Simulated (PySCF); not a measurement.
# An excited-state table with gaps

Compound: trimethylsilane, C₃H₁₀Si.
Z-matrix (Å and degrees, PBE0-D3(BJ)/def2-TZVP geometry), rows numbered from 1:
```
C 
Si  1  1.8733
C   2  1.8733  1  110.44
C   2  1.8739  1  110.16  3   122.12
H   1  1.0927  2  111.27  3    58.74
H   1  1.0937  2  110.75  3   -61.24
H   1  1.0930  2  111.10  3   178.94
H   2  1.4942  1  108.65  3  -119.07
H   3  1.0929  2  111.05  1  -175.94
H   3  1.0936  2  110.81  1    64.24
H   3  1.0927  2  111.25  1   -55.78
H   4  1.0936  2  110.80  1   -58.11
H   4  1.0932  2  111.06  1    61.75
H   4  1.0925  2  111.27  1  -178.11
```

Level of theory: PySCF 2.14.0, density-fitted response routines, TDDFT CAM-B3LYP/aug-cc-pVTZ, vertical, gas phase, core orbitals frozen in the response. Geometry: PBE0-D3(BJ)/def2-TZVP; no solvent, vibrations or thermal averaging.

Orbital energies (eV): HOMO-3 -12.18, HOMO-2 -10.06, HOMO-1 -9.94, HOMO -9.93, LUMO 0.20, LUMO+1 0.60, LUMO+2 0.60.

Lowest singlets, with some entries withheld (?). The highest level found (8.50 eV, f 0.0004 so far) is left out, since the window may have cut off a degenerate partner. Orbitals of the list HOMO-3 to LUMO+2 that lie within 0.01 eV of each other are written together with a slash and their weights summed (≥ marks a lower bound); for degenerate orbitals outside that list single weights are arbitrary.

```csv
state,E (eV),f,"main configurations (H = HOMO, L = LUMO)"
S1,7.69,?,H-1/H→L (≥77%)
S2,7.69,?,"H-1/H→L (≥77%), H-1/H→L+12 (≥8%)"
S3,7.97,?,H-2→L (75%)
S4,8.29,?,H-1/H→L+1/L+2 (≥67%)
S5,8.36,?,H-1/H→L+1/L+2 (≥77%)
S6,8.37,?,H-1/H→L+1/L+2 (≥60%)
S7,8.37,?,H-1/H→L+1/L+2 (≥52%)
S8,8.43,?,"H-2→L+1/L+2 (≥66%), H-2→L+10 (12%)"
S9,8.43,?,"H-2→L+1/L+2 (≥67%), H-2→L+11 (12%)"
```

(1) What stands in place of each question mark?

(2) Where do the lowest triplets lie (Tamm–Dancoff)?

(3) Which level carries the most intensity, and what share of the listed sum of f?

(4) What is the mean static polarisability from the same response equations?

Results:

(1) 
- S1: f = 0.080
- S2: f = 0.082
- S3: f = 0.0001
- S4: f = 0.051
- S5: f = 0.0000
- S6: f = 0.0001
- S7: f = 0.0001
- S8: f = 0.047
- S9: f = 0.045

(2) T1 7.55 eV, H-1/H→L (≥70%), H-1/H→L+12 (≥9%); T2 7.55 eV, H-1/H→L (≥70%), H-1/H→L+12 (≥10%); T3 7.75 eV, H-2→L (56%), H-1/H→L+1/L+2 (≥17%). E(S1) − E(T1) = +0.15 eV.

(3) S1/S2, with f = 0.162 of 0.305, 53%.

(4) 65.9 au (9.77 Å³), with principal values 60.7, 68.5 and 68.6 au.

Time: 1.8 min wall, 3.9 min CPU; peak memory 2.1 GiB. Hardware: an Intel Xeon at 2.70 GHz with 2 threads, no GPU, shared host with 64 logical CPUs at a one-minute load of 59.
